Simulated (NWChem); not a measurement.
Molecule: C3H5, doublet; SMILES [CH]=CC

All runs: NWChem. Spin-unrestricted. Spin-contaminated determinants: UHF/3-21G (<S²> = 1.03). No stability test was run on the SCF state. Each level has its own optimisation; frequencies are unscaled. Brackets give each atom's bonded neighbours.

```
level          r C–C [C(CCH)–C(CH)] (Å)  r C–H [C(CH)–H(C)] (Å)  r C–C [C(CCH)–C(CHHH)] (Å)  r C–H [C(CCH)–H(C)] (Å)  highest harmonic frequency (cm⁻¹)  lowest (cm⁻¹)  zero-point energy (kcal/mol)  dipole (D)
-------------  ------------------------  ----------------------  --------------------------  -----------------------  ---------------------------------  -------------  ----------------------------  ----------
B3LYP/3-21G                       1.311                   1.081                       1.519                    1.097                               3252            193                          41.7        0.70
UHF/3-21G                         1.329                   1.069                       1.515                    1.080                               3411            170                          43.9        0.60
PBE0/def2-SVP                     1.315              (withheld)                  (withheld)               (withheld)                         (withheld)     (withheld)                    (withheld)  (withheld)
```

Q: Fill in the missing entries.

A: 
- PBE0/def2-SVP, r C–H [C(CH)–H(C)] (Å): 1.090
- PBE0/def2-SVP, r C–C [C(CCH)–C(CHHH)] (Å): 1.498
- PBE0/def2-SVP, r C–H [C(CCH)–H(C)] (Å): 1.106
- PBE0/def2-SVP, highest harmonic frequency (cm⁻¹): 3278
- PBE0/def2-SVP, lowest (cm⁻¹): 197
- PBE0/def2-SVP, zero-point energy (kcal/mol): 41.3
- PBE0/def2-SVP, dipole (D): 0.74
